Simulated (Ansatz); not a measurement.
Program: Ansatz. Geometries: PBE0-D4/def2-TZVP. ΔE: electronic, gas phase. CBS: MP2 limit from def2 TZ/QZ plus the TZ coupled-cluster correction, frozen cores. DFT in def2-TZVPP. def2 core potentials past Kr. For Sn outer-core shells are correlated without core-valence functions, which leaves a few kJ/mol of doubt a bond. Each species was taken in one conformer, which may not be the lowest.

Reaction (substitution at a C–O bond): `CC1=CC(C)=[O+][Al-]([OH])([OH])[O]1` + `[CH3][Sn][OH]` → `CC1=CC(C)=[O+][Sn-]([CH3])[O]1` + `[OH][Al]([OH])[OH]`

Q: Is it downhill or uphill in electronic energy at CCSD(T)/CBS, and by how much? (Estimate.)

A: Ansatz gave: Uphill: ΔE = +36.9 kJ/mol.

Q: What do these levels give: LDA (SPW92), revPBE-D4, r2SCAN-D4, r2SCANh-D4, ωB97X-V, ωB97M-V, B2PLYP, revPBE, r2SCAN, r2SCANh, HF/def2-TZVPP, HF/def2-QZVPP? (Estimate.)

A: Computed: LDA (SPW92) 44.7, revPBE-D4 39.7, r2SCAN-D4 45.0, r2SCANh-D4 45.8, ωB97X-V 43.0, ωB97M-V 42.3, B2PLYP 42.0, revPBE 44.6, r2SCAN 45.9, r2SCANh 46.7, HF/def2-TZVPP 53.9, HF/def2-QZVPP 55.3 kJ/mol.

Largest T1 diagnostic among the species: 0.017.

From PBE to PBE0 (25 % exact exchange), in def2-TZVPP and without D4, ΔE moves by +3.1 kJ/mol. The D4 term adds −5.2 kJ/mol with B3LYP and −2.9 kJ/mol with PBE0; it sums over pairs of atoms, weighted by their polarisabilities, and B3LYP, whose exchange is more repulsive, gets the larger term.

B3LYP here is the variant with VWN-RPA as its local correlation; programs differ in this.
